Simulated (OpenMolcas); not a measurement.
## Ni⁵⁺: effect of the level shift or regulariser

```
Program             : OpenMolcas
Basis               : ANO-RCC-VTZP [6s5p3d2f1g]
Scalar Hamiltonian  : DKH2, point nucleus
Active space        : 5 electrons in 5 orbitals (3d)
State averaging     : 2S+1 = 6 even, 1 root; 2S+1 = 4 even, 24 roots; 2S+1 = 2 even, 75 roots
Spin-orbit coupling : state interaction with AMFI integrals over the reference wave functions, term energies averaged over their components
```

Methods on the same reference wave functions:
A. CASSCF
B. MS-CASPT2, IPEA 0.25 Eh, imaginary shift 0.1 Eh (closed shells correlated: 3s 3p)
C. MS-CASPT2, IPEA 0.25 Eh, real shift 0.2 Eh (closed shells correlated: 3s 3p)
D. MS-CASPT2, IPEA 0.25 Eh, sigma2 regulariser 0.3 Eh (closed shells correlated: 3s 3p)

Energies in cm-1 above 3d5 6S 5/2, the measured ground level; measured values from Corliss and Sugar, J. Phys. Chem. Ref. Data 10, 197 (1981).

```tsv
Level	A	B	C	D	Measured
3d5 6S 5/2	0.0	0.0	0.0	0.0	0.0
3d5 4G 5/2	46851	43260	43260	43260	
3d5 4G 7/2	46920	43340	43340	43340	
3d5 4G 11/2	46938	43360	43360	43360	41921
3d5 4G 9/2	46961	43380	43390	43380	
3d5 4P 5/2	53779	47610	47620	47610	45884
3d5 4P 3/2	53969	47810	47820	47810	46104
3d5 4P 1/2	54201	48050	48060	48050	46325
3d5 4D 7/2	58213	51820	51820	51820	50331
3d5 4D 1/2	58436	52050	52060	52050	
3d5 4D 3/2	58615	52240	52250	52240	
3d5 4D 5/2	58653	52280	52280	52280	
3d5 2I 11/2	66809	63290	63300	63290	61196
3d5 2I 13/2	66974	63490	63490	63490	61280
3d5 2D 5/2(1) [63 %]	74583	66600	66600	66600	64152
3d5 2D 3/2(1)	75758	67610	67620	67610	65174
3d5 2F 7/2(1)	77472	69880	69880	69880	67085
3d5 4F 9/2	78392	70800	70800	70800	
3d5 4F 5/2 [72 %]	78452	70830	70840	70830	
3d5 4F 7/2	78569	70970	70970	70970	
3d5 4F 3/2	79032	71370	71380	71370	
3d5 2H 9/2 [69 %]	81938	75570	75580	75570	72909
3d5 2H 11/2	82562	76560	76560	76560	73757
3d5 2G 7/2(1)	84784	77130	77130	77130	74628
```

Deviations, from unrounded energies. A percentage is the sum of absolute deviations over the sum of measured energies, with the sign that they share, or ± where signs differ.

```csv
Against measurement,Levels,A,B,C,D
mean absolute deviation (cm-1),13,8200,2200,2200,2200
other terms of the ground configuration (%),13,+13.9,+3.6,+3.6,+3.6
```

B, C, D lie about equally close to measurement and A furthest from it. The largest miss of D in the table is 3d5 2H 11/2, by +2800 cm-1. The ranking rests on the paired levels alone, and a cruder setting can come out closer through cancelling errors.

Among B to D the level of the table that moves most is 3d5 2D 3/2(1), by 8.2 cm-1 (lowest in D, highest in C). Moves below CASPT2's spread within the term are not significant.

The two smallest mean deviations differ by little beside CASPT2's spread within terms, so their order carries little weight.

From A to B the spin-free energies of the other terms of 3d5 shown, above 6S, scale by factors of 0.89 to 0.95, as is usual when dynamic correlation screens the repulsion within a d or f shell.

The lowest spin-free term lies below A's lowest term by 0.390 hartree in B, 0.390 hartree in C, 0.390 hartree in D.

CASPT2 does not keep the components of a term degenerate, so their means are used; among the terms shown or strongly mixed into the levels shown the widest spread is 660 cm-1 (3d5 4F, D). Without dynamic correlation excited terms often stand tens of per cent too high (terms of higher spin than the ground term too low), and those without a measured partner can miss by more than the paired ones (holds for A). Blocks of more than 70 roots (2S+1 = 2 even) ran without multistate coupling (holds for B; C; D). Computed and measured levels are paired by configuration, term and J; levels that our copy of the source lacks, or whose pairing is in doubt (as where it misses far off the trend of its configuration), stay unpaired and out of the deviations. Only configurations of the active space appear. Levels that lie high or do not pair safely by name in every column are left out.

A share in square brackets marks a mixed level and gives the weight of the term that names it, the lowest over the columns. A number in round brackets counts repeated terms of one configuration in the order of the reference energies.
